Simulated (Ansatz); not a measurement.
`BN(C)[SiH2]Cl` + `CS[SiH](F)S` → `BN(C)[SiH2]S` + `CS[SiH](F)Cl`  (redistribution)

Computed with Ansatz on PBE0-D4/def2-TZVP structures; ΔE is electronic, products minus reactants. CBS: MP2 limit from def2 TZ/QZ plus the TZ coupled-cluster correction, frozen cores. DFT in def2-TZVPP. B3LYP here is the variant with VWN-RPA as its local correlation; programs differ in this. Each species was taken in one conformer, which may not be the lowest.

(1) Is it downhill or uphill in electronic energy at CCSD(T)/CBS, and by how much? (Best estimate.)

(2) What do these levels give: r2SCAN-D4, B3LYP-D4, ωB97X-V, B2PLYP, B3LYP, HF/def2-TZVPP, MP2/def2-TZVPP, SCS-MP2/def2-TZVPP, CCSD/def2-TZVPP, HF/CBS(def2), MP2/CBS(def2), CCSD/CBS(def2)? (An estimate is asked.)

Largest T1 diagnostic among the species: 0.012.

Results:

(1) Ansatz gave: Uphill: ΔE = +10.1 kJ/mol.

(2) Computed: r2SCAN-D4 8.9, B3LYP-D4 10.4, ωB97X-V 10.0, B2PLYP 10.4, B3LYP 10.6, HF/def2-TZVPP 12.8, MP2/def2-TZVPP 10.1, SCS-MP2/def2-TZVPP 10.4, CCSD/def2-TZVPP 9.9, HF/CBS(def2) 12.9, MP2/CBS(def2) 10.9, CCSD/CBS(def2) 10.6 kJ/mol.
